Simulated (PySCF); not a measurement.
Geometry (Å), atoms numbered from 1 in this order:
```xyz
12

O    -2.258   -0.581   -0.989
C    -1.275   -0.588   -0.195
C    -0.884    0.535    0.751
C     0.037    0.340   -0.446
C     1.395   -0.124   -0.211
F     2.283    0.849    0.293
F     2.045   -0.539   -1.330
F     1.527   -1.128    0.678
H    -0.914   -1.572    0.198
H    -1.465    1.447    0.746
H    -0.464    0.289    1.719
H    -0.026    1.072   -1.240
```

Total charge -1.

Geometry: GFN2-xTB; GIAO shifts from PySCF 2.14, gas phase, non-relativistic, averaged over equivalent atoms.

At PBE0/STO-3G (44 basis functions, 3.2 s wall time on 1 thread of an Arm Neoverse V2, shared host):
| atoms | δ (ppm) |
| --- | --- |
| O1 | 97.5 |
| C5 | 105.7 |
| C2 | 49.0 |
| C3 | 18.5 |
| C4 | 8.8 |
| F6/F7/F8 | -94.6 |
| H9 | 2.48 |
| H10 | -0.66 |
| H11 | -0.75 |
| H12 | -1.39 |

Chemical shifts δ = σref − σ; ¹⁷O (343.50 ppm) vs H2O; ¹³C (236.17 ppm), ¹H (33.02 ppm) vs TMS; ¹⁹F (297.09 ppm) against CFCl3, all at this level.

Estimate the result of repeating the calculation with BLYP/pcSseg-1.

## Answers


```
   atoms  δ at BLYP/pcSseg-1  change
      O1               161.5   +64.0
      C5               149.3   +43.6
      C2                79.3   +30.3
      C3                22.6    +4.1
      C4                26.5   +17.7
F6/F7/F8               -86.2    +8.4
      H9                6.22   +3.74
     H10               -0.11   +0.55
     H11                0.36   +1.11
     H12               -0.40   +0.99
```

Chemical shifts δ = σref − σ; ¹⁷O (σref 335.56) vs H2O; ¹³C (σref 178.05) and ¹H (σref 31.80) vs TMS; ¹⁹F (σref 138.47) vs CFCl3, all at this level.

The largest change is at O1 (oxygen bonded to C). Cost: 156 basis functions, 18 s wall time on 1 thread of an Arm Neoverse V2, shared host. The order of the carbon signals changes between the two levels.

Unscaled 19F shifts against computed CFCl3 carry errors that often reach 10 to 50 ppm. Experimental scales use liquid or dissolved standards, which lie at an offset from isolated H2O (liquid H2O: subtract about 36 ppm).
